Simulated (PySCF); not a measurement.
**Frontier orbitals and the lowest excitations**

Species: C4H3FN2OS.
Numbering: `[CH3:1][C:2](=[O:3])[c:4]1[n:5][n:6][s:7][c:8]1[F:9]` (hydrogens: H10, H11, H12 on C1)

Method: TDDFT CAM-B3LYP/def2-SVPD, vertical, gas phase, core orbitals frozen in the response (PySCF 2.14.0, density-fitted response routines). Geometry: GFN2-xTB, one conformer, isolated molecule. Torsions of this conformer, `[CH3:1][C:2](=[O:3])[c:4]1[n:5][n:6][s:7][c:8]1[F:9]`: C1–C2–C4–N5 0°.

Kohn–Sham orbitals with the atoms that hold most of them (Löwdin shares over 4%, at most four atoms; ? is withheld):

| orbital | ε (eV) | atoms |
| --- | --- | --- |
| HOMO-3 | -10.69 | S7 49%, N5 18%, C8 12%, N6 10% |
| HOMO-2 | -9.85 | C4 26%, N6 20%, C8 19%, O3 10% |
| HOMO-1 | -9.44 | ? |
| HOMO | -9.36 | N5 30%, N6 20%, O3 19%, S7 9% |
| LUMO | ? | ? |
| LUMO+1 | -0.42 | N5 24%, N6 21%, O3 18%, C2 17% |
| LUMO+2 | -0.10 | S7 63%, N6 12%, C8 12%, F9 5% |

(1) Which atoms hold the LUMO, and with what shares?

(2) Give the leading atoms of the HOMO-1.

(3) What is the LUMO energy, and the HOMO–LUMO gap?

Results:

(1) C8 (bonded to C, F and S) 25%; S7 (bonded to C and N) 23%; N6 (bonded to N and S) 10%; C4 (bonded to 2 C and N) 10%. By element: carbon 35% or more, sulfur 23%, nitrogen 10% or more.

(2) O3 (bonded to C) 44%; N6 (bonded to N and S) 15%; N5 (bonded to C and N) 10%; C4 (bonded to 2 C and N) 8%. By element: oxygen 44%, nitrogen 25%, carbon 8% or more.

(3) ε(LUMO) = -1.22 eV; the gap is 8.13 eV (0.2989 hartree).

Task: How does S1 compare with the orbital gap of 8.13 eV?

Result: S1 is at 4.06 eV (f = 0.0003), 4.07 eV below the gap, made of HOMO-1→LUMO+1 (32%), HOMO-1→LUMO (27%), HOMO→LUMO (25%). Its leading pair isn't HOMO and LUMO; the energies of that pair differ by 9.01 eV. 

Next come S2 at 4.12 eV (f 0.0014), HOMO→LUMO (43%), HOMO-1→LUMO (32%), HOMO→LUMO+1 (20%); S3 at 5.23 eV (f 0.0017), HOMO→LUMO+1 (46%), HOMO-1→LUMO+1 (26%), HOMO→LUMO (17%); S4 at 5.43 eV (f 0.021), HOMO-2→LUMO (46%), HOMO→LUMO+2 (26%), HOMO-1→LUMO+2 (12%); S5 at 5.77 eV (f 0.0000), HOMO-1→LUMO (32%), HOMO-1→LUMO+1 (31%), HOMO→LUMO+1 (19%).

The run took 54 s wall on one thread, Arm Neoverse V1 (aarch64), no GPU, shared host with 32 logical CPUs at a one-minute load of 16, and the process peaked at 0.97 GiB of memory.
